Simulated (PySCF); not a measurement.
**Gallium: a sound run and one with changed settings**

Sound run: Ga [Ar] 3d10 4s2 4p1, Ga⁺ [Ar] 3d10 4s2. All numbers are calculated (PySCF 2.14, the spin-free X2C one-electron Hamiltonian (Gaussian nucleus), in x2c-TZVPall (6s5p4d1f, 48 functions)). In the sound run the correlated levels freeze [Ar] 3d10. The sound run starts from symmetry-adapted Hartree-Fock orbitals and uses a fine grid where one is needed.

Changed run: no relativity, point nucleus. This setting is unsound on purpose.

```
species   method  sound run (hartree)  changed run (hartree)  converged
     Ga      UHF          -1942.16906            -1915.21420        yes
     Ga   r2SCAN          -1943.79381            -1916.84767        yes
     Ga     MN15          -1945.01769            -1918.12896        yes
     Ga      MP2          -1942.20279            -1915.24826        yes
     Ga  CCSD(T)          -1942.21632            -1915.26231        yes
    Ga⁺      UHF          -1941.96637            -1915.00928        yes
    Ga⁺   r2SCAN          -1943.56993            -1916.62150        yes
    Ga⁺     MN15          -1944.79770            -1917.90703        yes
    Ga⁺      MP2          -1941.99255            -1915.03594        yes
    Ga⁺  CCSD(T)          -1942.00307            -1915.04694        yes
```

Ionisation energy of Ga:

```
 method  sound run (eV)  changed run (eV)
    UHF           5.516             5.576
 r2SCAN           6.092             6.154
   MN15           5.986             6.039
    MP2           5.721             5.778
SCS-MP2           5.704             5.761
   CCSD           5.780             5.837
CCSD(T)           5.803             5.861
```

Most of the change in total energy is the relativistic energy itself. On top of that the contraction fixes the core shape for the Hamiltonian it was made with, so the changed run is not a good calculation with the other Hamiltonian either.

For comparison, NIST gives 5.999 eV between the lowest levels.
